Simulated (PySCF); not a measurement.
Compound: C6H6NOS (doublet state).
SMILES with atom numbers: `[CH2:1][NH:2][c:3]1[cH:4][c:5](=[O:6])[cH:7][cH:8][s:9]1` (hydrogens: H10, H11 on C1; H12 on N2; H13 on C4; H14 on C7; H15 on C8)

Structure used (GFN2-xTB), in Å, numbered top down from 1:
```
atom  x, y, z in Å
C1     2.8585    0.6757    0.0948
N2     1.9084   -0.2500   -0.1072
C3     0.5594   -0.0932   -0.0444
C4    -0.2861   -1.1488   -0.2672
C5    -1.7209   -1.1333   -0.2183
O6    -2.3935   -2.1430   -0.4216
C7    -2.3597    0.1526    0.0882
C8    -1.7242    1.2988    0.3290
S9    -0.0043    1.5286    0.3390
H10    3.8850    0.3861    0.0174
H11    2.5796    1.6795    0.3396
H12    2.2158   -1.1899   -0.3333
H13    0.1586   -2.1084   -0.4988
H14   -3.4403    0.1327    0.1116
H15   -2.2407    2.2207    0.5493
```

The hyperfine couplings belong to this conformer and change with its torsions.

Level of theory: UKS B3LYP, pcH-1 on C H N O S, non-relativistic, mean-field spin-orbit, GIAO (PySCF 2.14.0). Isolated species at its GFN2-xTB geometry (one conformer only). A GFN2-xTB geometry isn't a minimum of the functional, and hyperfine couplings can be far from their values at a DFT geometry. The SCF solution wasn't tested for stability.

The largest Mulliken spin populations are on C1 (+0.80), C4 (+0.19) and O6 (+0.09). The angles at C1 add up to 360.0°, so it is planar; its axial dipolar tensor and the negative couplings of its protons fit spin in a p orbital normal to that plane.

Q: McConnell's relation a(H) = Q·ρ ties the coupling of a proton on a planar π carbon to the spin population of that carbon. What Q do the computed values give?

A: 
| H | C | ρ(C) | a(H) (G) | a/ρ (G) |
| --- | --- | --- | --- | --- |
| H10 | C1 | +0.799 | -18.48 | -23.1 |
| H11 | C1 | +0.799 | -18.42 | -23.1 |
| H13 | C4 | +0.187 | -4.08 | -21.9 |

A least-squares line through the origin gives Q = -23.1 G with Mulliken populations. In every row coupling and population have opposite signs.

Couplings in gauss use g_iso = 2.0032.

Hardware: an Arm Neoverse V1 with one thread, shared host with 32 logical CPUs at a one-minute load of 22. Cost: 1.9 min (with the writing of density and orbital grids), 1.0 GiB resident at most.
